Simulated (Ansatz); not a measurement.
`BB(F)BF` → 3 B• + 2 F• + 3 H•  (atomization)

Program: Ansatz. Geometries: PBE0-D4/def2-TZVP. ΔE: electronic, gas phase. CCSD(T)/CBS is the MP2 limit (def2-TZVPP, def2-QZVPP) plus CCSD(T) − MP2 in def2-TZVPP, frozen cores. This one scheme is used for every species, atoms too. DFT in def2-TZVPP. B3LYP here is the variant with VWN-RPA as its local correlation; programs differ in this. HSE06 is defined as in plane-wave codes. No spin–orbit coupling; open shells (•) take unrestricted orbitals. Spin–orbit coupling would lower the free atoms: a little for B, F. Each species was taken in one conformer, which may not be the lowest.

```csv
level,ΔE (kJ/mol),difference from CCSD(T)/CBS
LDA (SPW92),3499.1,465.2
PBE-D4,3136.8,102.9
revPBE-D4,3048.6,14.7
BLYP-D4,3077.9,44.0
r2SCAN-D4,3096.7,62.8
B97M-V,3089.5,55.6
PBE0-D4,3077.8,43.9
r2SCANh-D4,3073.5,39.6
r2SCAN0-D4,3040.9,7.0
HSE06-D4,3080.1,46.2
BHLYP-D4,2997.2,-36.7
CAM-B3LYP-D4,3102.3,68.4
ωB97X-V,3070.8,36.9
ωB97M-V,3076.0,42.1
B2PLYP,3051.3,17.4
PBE-QIDH,3057.3,23.4
PBE,3126.0,92.1
revPBE,3014.3,-19.6
BLYP,3053.9,20.0
r2SCAN,3094.0,60.1
PBE0,3068.7,34.8
B3LYP,3060.6,26.7
r2SCANh,3070.7,36.8
r2SCAN0,3037.8,3.9
HSE06,3071.6,37.7
BHLYP,2984.3,-49.6
CAM-B3LYP,3093.1,59.2
HF/def2-SVP,2458.4,-575.5
MP2/def2-SVP,3022.2,-11.7
CCSD/def2-SVP,2906.0,-127.9
CCSD(T)/def2-SVP,2929.3,-104.6
HF/def2-TZVPP,2415.0,-618.9
MP2/def2-TZVPP,3068.5,34.6
SCS-MP2/def2-TZVPP,3025.8,-8.1
CCSD/def2-TZVPP,2933.5,-100.4
CCSD(T)/def2-TZVPP,2971.1,-62.8
MP2/def2-QZVPP,3105.8,71.9
SCS-MP2/def2-QZVPP,3066.0,32.1
MP2/CBS(def2),3131.3,97.4
CCSD/CBS(def2),2996.3,-37.6
CCSD(T)/CBS,3033.9,0
```

**Question.** What do rigid-rotor, harmonic-oscillator terms from PBE0-D4/def2-TZVP frequencies (298.15 K, 1 bar) make of the CCSD(T)/CBS value? (Estimate.)

**Answer.** The calculation gave: ΔZPE = -107.9 kJ/mol, ΔH = +2955.8 kJ/mol, ΔS = 792 J/(mol·K), ΔG = +2719.7 kJ/mol. Open shells count their whole term as degenerate.

Largest T1 diagnostic among the species: 0.014.

Leaving LDA and LC-ωPBE aside and taking each functional with its dispersion term where it has one, the values spread over 139.6 kJ/mol, from BHLYP-D4 to PBE-D4. LDA lies +373.1 kJ/mol from PBE without D4, its usual overbinding. From BLYP to BHLYP (50 % exact exchange), in def2-TZVPP and without D4, ΔE moves by −69.5 kJ/mol: exact exchange takes away binding that semilocal exchange gives to molecules.

For atomizations the MP2-based limit and the directly extrapolated one differ by several kJ/mol either way, and by 10 to 25 for some Ge, Se and Sn compounds, so smaller differences from it don't rank the levels.
